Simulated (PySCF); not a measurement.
SMILES CCBr (C2H5Br) at its PBE0/def2-SVP optimised geometry (Å):

```
8

C      0.9204    -0.3838     0.0000
C     -0.5883    -0.3838     0.0000
Br    -1.3212     1.4230     0.0000
H      1.3212     0.1212     0.8908
H      1.2886    -1.4230    -0.0004
H      1.3212     0.1218    -0.8905
H     -1.0053    -0.8702    -0.8915
H     -1.0053    -0.8702     0.8915
```

Method: PySCF with PBE0/def2-TZVP. Cells within 0.4 Å of a nucleus heavier than hydrogen are left out (blank, or x).

Map of the deformation density (molecule minus spherical neutral atoms) (e/bohr³) on the plane z = 0.0 Å:

```
|1111111111111111111111111111111|
|1111111111111111111111111111111|
|1111111111111111111111111111111|
|1111111111111111111111111111111|
|1111111101111111111111111111111|
|1111111000111111111111111111111|
|1111111001122221111111111111111|
|1111111112233221111111111111111|
|11111222xxx23211111111111111111|
|11112233xxxx2111111111111111111|
|111122331xx11111111111111111111|
|1111122211001111111111111111111|
|1111111111122211100111111111111|
|1111111111233211100111111111111|
|1111111112232112110122111111111|
|111111111111x124421x32111111111|
|11111111100xxxx775xxx1001111111|
|11111111111xxxx776xxx1001111111|
|111111111124xx2443xx63111111111|
|1111111111221001223786311111111|
|1111111111111000113697311111111|
|1111111111111000112597211111111|
|1111111111111111111232111111111|
|1111111111111111111110011111111|
|1111111111111111111111111111111|
|1111111111111111111111111111111|
|1111111111111111111111111111111|
|1111111111111111111111111111111|
|1111111111111111111111111111111|
|1111111111111111111111111111111|
|1111111111111111111111111111111|
```
Scale: ten equal steps from -0.021 (start of '0') to 0.103 (end of '9'), in the order '0123456789'; x runs from -3.50 to 3.50, y from -3.50 (bottom) to 3.50 (top).
